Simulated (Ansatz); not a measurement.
Calculated with Ansatz (gas phase, PBE0-D4/def2-TZVP geometries, no zero-point term in ΔE). CBS: MP2 limit from def2 TZ/QZ plus the TZ coupled-cluster correction, frozen cores. DFT in def2-TZVPP. For Ga outer-core shells are correlated without core-valence functions, which leaves a few kJ/mol of doubt a bond. Scalar relativity is left out up to krypton. One conformer a species, not always the lowest.

Reaction (cleavage of the Si–Si bond): `N[Si](N)(O)[SiH3]` + `[OH][Ga]([F])[F]` → `[F][Ga]([F])[O][SiH3]` + `N[SiH](N)O`

`N[Si](N)(O)[SiH3]`:

```xyz
13

N     1.214    1.127    0.845
Si   -0.150    0.363    0.132
N    -0.962   -0.343    1.460
O    -0.930    1.524   -0.746
Si    0.221   -1.327   -1.449
H     1.782    0.614    1.500
H     1.779    1.745    0.285
H    -1.695   -1.020    1.331
H    -1.046    0.143    2.338
H    -1.153    2.334   -0.282
H    -1.035   -2.056   -1.789
H     0.788   -0.775   -2.710
H     1.187   -2.328   -0.914
```

`[OH][Ga]([F])[F]`:

Z-matrix (Å, degrees):
```
Ga
O 1 1.757
F 1 1.738 2 122.0
F 1 1.728 2 120.8 3 -180.0
H 2 0.961 1 112.9 3 -0.0
```

`[F][Ga]([F])[O][SiH3]`:

Cartesian coordinates in Å:
```
F -1.532 -0.928 1.982
Ga -1.198 0.558 1.155
F -2.054 1.966 1.674
O -0.046 0.649 -0.152
Si 0.975 -0.344 -0.974
H 0.224 -1.475 -1.580
H 2.014 -0.888 -0.062
H 1.617 0.460 -2.042
```

`N[SiH](N)O`:

Cartesian coordinates in Å:
```
N 1.344 0.503 0.254
Si 0.000 -0.470 -0.170
N -1.246 0.031 0.882
O -0.205 -0.307 -1.797
H 2.168 0.497 -0.323
H 1.578 0.633 1.225
H 0.102 -1.941 -0.014
H -1.439 1.006 1.045
H -2.060 -0.543 1.030
H -0.241 0.591 -2.132
```

| level | ΔE (kJ/mol) |
| --- | --- |
| PBE0-D4 | -85.8 |
| B2PLYP | -110.7 |
| PBE | -76.8 |
| r2SCAN | -97.7 |
| PBE0 | -88.6 |
| MP2/def2-TZVPP | -113.7 |
| HF/CBS(def2) | -142.9 |
| MP2/CBS(def2) | -112.4 |

(1) What does CCSD(T)/CBS give? (Estimate.)

Largest T1 diagnostic among the species: 0.015.

## Answers

(1) Ansatz gave: -105.6 kJ/mol. The listed levels differ from it by 19.8, -5.1, 28.8, 7.9, 17.0, -8.1, -37.3, -6.8 kJ/mol.

In def2-TZVPP, CCSD(T) changes the Hartree–Fock value by +33.1 kJ/mol (the triples alone add +4.9 kJ/mol) and MP2 by +26.4 kJ/mol. The D4 term adds +4.8 kJ/mol with B3LYP and +2.9 kJ/mol with PBE0; it sums over pairs of atoms, weighted by their polarisabilities, and B3LYP, whose exchange is more repulsive, gets the larger term.

B3LYP here is the variant with VWN-RPA as its local correlation; programs differ in this.
